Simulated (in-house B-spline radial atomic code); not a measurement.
Successive ionisation energies of bromine; each step leads to the configuration of the next row (after the last: bare). Dirac energy differences include first-order Breit, QED and recoil terms. NIST's values go from ground level to ground level; the uncertainty of those that are theory runs from under 0.1 % in few-electron ions to several per cent in heavy many-electron ones. Computed with an all-electron radial atomic-structure program (B-spline basis): Dirac-Hartree-Fock, average of the configuration, finite nuclei.

| ion | configuration | ionisation energy (eV) | tabulated value (eV) | tabulated kind | computed minus tabulated (eV) | highest orbital | largest mean radius (bohr) |
| --- | --- | --- | --- | --- | --- | --- | --- |
| Br13+ | [Ar] 3d4 | 432.3 | 436 | tabulated theory | -4 | 3d5/2 | 0.51611 |
| Br14+ | [Ar] 3d3 | 478.5 | 481 | tabulated theory | -3 | 3d5/2 | 0.5087 |
| Br15+ | [Ar] 3d2 | 526.3 | 530 | tabulated theory | -4 | 3d5/2 | 0.50158 |
| Br16+ | [Ar] 3d1 | 575.8 | 577 | tabulated theory | -1 | 3d5/2 | 0.49576 |
| Br17+ | [Ne] 3s2 3p6 | 718.5 | 716.3 | semi-empirical | 2 | 3p3/2 | 0.48999 |
| Br18+ | [Ne] 3s2 3p5 | ? | ? | semi-empirical | ? | ? | ? |
| Br19+ | [Ne] 3s2 3p4 | 813.3 | 809.8 | semi-empirical | 3 | 3p3/2 | 0.48087 |
| Br20+ | [Ne] 3s2 3p3 | 862.0 | 870 | semi-empirical | -8 | 3p3/2 | 0.47644 |
| Br21+ | [Ne] 3s2 3p2 | 911.6 | 920.8 | semi-empirical | -9 | 3p3/2 | 0.47209 |
| Br22+ | [Ne] 3s2 3p1 | 962.2 | 963 | semi-empirical | -1 | 3p3/2 | 0.46783 |
| Br23+ | [Ne] 3s2 | ? | ? | semi-empirical | ? | ? | ? |
| Br24+ | [Ne] 3s1 | 1118.4 | 1119.17 | semi-empirical | -1 | 3s1/2 | 0.459 |
| Br25+ | [He] 2s2 2p6 | 2743.8 | 2731.4 | semi-empirical | 12 | 2p3/2 | 0.18504 |
| Br26+ | [He] 2s2 2p5 | 2887.2 | 2869 | semi-empirical | 18 | 2p3/2 | 0.18333 |
| Br27+ | [He] 2s2 2p4 | ? | ? | semi-empirical | ? | ? | ? |
| Br28+ | [He] 2s2 2p3 | 3182.9 | 3169 | semi-empirical | 14 | 2p3/2 | 0.17998 |
| Br29+ | [He] 2s2 2p2 | 3335.1 | 3361 | semi-empirical | -26 | 2p3/2 | 0.17835 |
| Br30+ | [He] 2s2 2p1 | 3490.2 | 3523.1 | semi-empirical | -33 | 2p3/2 | 0.17674 |
| Br31+ | [He] 2s2 | 3727.8 | 3735 | semi-empirical | -7 | 2s1/2 | 0.17516 |
| Br32+ | [He] 2s1 | 3868.8 | 3868.986 | tabulated theory | 0 | 2s1/2 | 0.17368 |
| Br33+ | 1s2 | 16315.2 | 16317.01 | tabulated theory | -2 | 1s1/2 | 0.042379 |
| Br34+ | 1s1 | 16937.1 | 16937.15 | tabulated theory | 0 | 1s1/2 | 0.04191 |

Question: Fill in the row of Br18+.

Answer: ionisation energy (eV): 765.5; tabulated value (eV): 761; computed minus tabulated (eV): 4; highest orbital: 3p3/2; largest mean radius (bohr): 0.48538.

Question: Fill in the row of Br23+.

Answer: ionisation energy (eV): 1065.7; tabulated value (eV): 1070.6; computed minus tabulated (eV): -5; highest orbital: 3s1/2; largest mean radius (bohr): 0.46365.

Question: Fill in the row of Br27+.

Answer: ionisation energy (eV): 3033.6; tabulated value (eV): 3021; computed minus tabulated (eV): 13; highest orbital: 2p3/2; largest mean radius (bohr): 0.18164.

Question: Where is the largest jump?

Answer: From Br32+ to Br33+, by a factor of 4.22 (3868.8 to 16315 eV); the highest orbital goes from 2s1/2 to 1s1/2.

Where a p, d or f electron is removed, the computed value is a mean over both j, so it misses the tabulated one by a part of the spin-orbit splitting; averaging over terms and missing correlation add to the gap, relatively most at low charge.
